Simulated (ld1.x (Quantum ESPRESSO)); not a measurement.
## Er: excitation energies, all-electron against TM

Er, norm-conserving Troullier–Martins (Kleinman–Bylander form), made with ld1.x (Quantum ESPRESSO) 7.5 (PBE, scalar-relativistic). Core [Kr] 4d10 5s2, reference 4f12 5p6 5d0 6s2 6p0. Waves: 6s (bound): rc 2.60 bohr; 5p (bound): rc 1.40 bohr; 4f (bound): rc 0.75 bohr; 5d (bound, empty): rc 2.25 bohr. Local part: the d channel. Core correction: none.

Energies are relative to the spin-unpolarised reference configuration 4f12 5p6 5d0 6s2 6p0; without spin polarisation the order of configurations can differ from experiment. Not all tests gave a result: 1 of 7 tests not solved or not reliable. Left out of the table: 4f11 5p6 5d0 6s2 6p0 (pseudo-atom not self-consistent, printed error -155 meV).

```
   valence configuration  charge  ΔE all-electron (eV)  error AE − PS (meV)
    4f12 5p6 5d0 6s1 6p0      +1                 6.382                 -1.3
    4f12 5p6 5d0 6s0 6p0      +2                18.336                 +5.9
    4f12 5p6 5d0 6s1 6p1       0                 2.794                 +325
4f12 5p6 5d0.5 6s1.5 6p0       0                 1.467                 -1.9
    4f12 5p6 5d0 6s0 6p2       0                 5.768                 +751
```

Task: What are ΔE and the potential's error for 4f11 5p6 5d0 6s0 6p0?

Result: ΔE = 44.551 eV all-electron; the error (AE − PS) is +194 meV.

Levels in the configuration 4f12 5p6 5d0 6s1 6p1:

```tsv
level	all-electron (eV)	pseudo (eV)
4f	-4.643	-3.838
5p	-27.930	-27.294
6s	-4.681	-4.414
6p	-1.791	-1.902
```

These tests converged, but a pseudo level misses the all-electron one widely, so the file describes the atom poorly there or has found another state: 4f11 5p6 5d0 6s0 6p0: empty 6p by 5.3 eV (a node warning on the way); 4f12 5p6 5d0 6s0 6p2: 4f by 1.6 eV.

A Bessel basis up to 400 Ry misses an occupied level by 0.05 Ry, so cutoffs were not judged. Note: ghost state, extra bound levels that the all-electron valence spectrum of the same l lacks: s at -25.8 eV (other channels not judged).
